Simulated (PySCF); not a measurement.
Cl3Si, SMILES Cl[Si](Cl)Cl (connectivity only; charge and spin as stated), charge +1, multiplicity 1.

Geometry optimised at B3LYP-D3(BJ)/def2-SVP. The multiplicity is an assumed one; other spin states were not compared. The isomer is the one that the SMILES or the coordinates give; other isomers of the formula were not compared.

The numbers are results of PySCF with TDA-LC-ωPBE/def2-SVPD, not measurements.

Vertical excitations; the highest root listed may be one member of a degenerate set. Isolated molecule, no solvent. State labels are in the subgroup C2v.

Computed excitation energies, oscillator strengths and character:
| state | symmetry | energy (eV) | λ (nm) | f | main pairs |
|---|---|---|---|---|---|
| S1 | A2 | 6.06 | 205 | 0.000 | HOMO→LUMO 98 % |
| S2 | B1 | 6.71 | 185 | 0.000 | HOMO→LUMO+1 96 % |
| S3 | B2 | 6.91 | 179 | 0.000 | HOMO−3→LUMO (degenerate set) |
| S4 | A2 | 6.91 | 179 | 0.000 | HOMO−4→LUMO (degenerate set) |
| S5 | B1 | 7.12 | 174 | 0.042 | HOMO−1→LUMO, HOMO−4→LUMO+1 (degenerate set) |
| S6 | A1 | 7.12 | 174 | 0.042 | HOMO−2→LUMO, HOMO−3→LUMO+1 (degenerate set) |
| S7 | A2 | 7.17 | 173 | 0.000 | HOMO−1→LUMO+1 (degenerate set) |
| S8 | B2 | 7.17 | 173 | 0.000 | HOMO−2→LUMO+1 (degenerate set) |
| S9 | A1 | 7.83 | 158 | 0.124 | HOMO−3→LUMO+1, HOMO−2→LUMO (degenerate set) |
| S10 | B1 | 7.83 | 158 | 0.124 | HOMO−4→LUMO+1, HOMO−1→LUMO (degenerate set) |
| T1 | A2 | 5.88 | 211 | 0 | HOMO→LUMO 98 % |
| T2 | B1 | 6.16 | 201 | 0 | HOMO→LUMO+1 93 % |
| T3 | B1 | 6.17 | 201 | 0 | HOMO−1→LUMO (degenerate set) |
| T4 | A1 | 6.17 | 201 | 0 | HOMO−2→LUMO (degenerate set) |
Triplets are in the Tamm–Dancoff approximation.
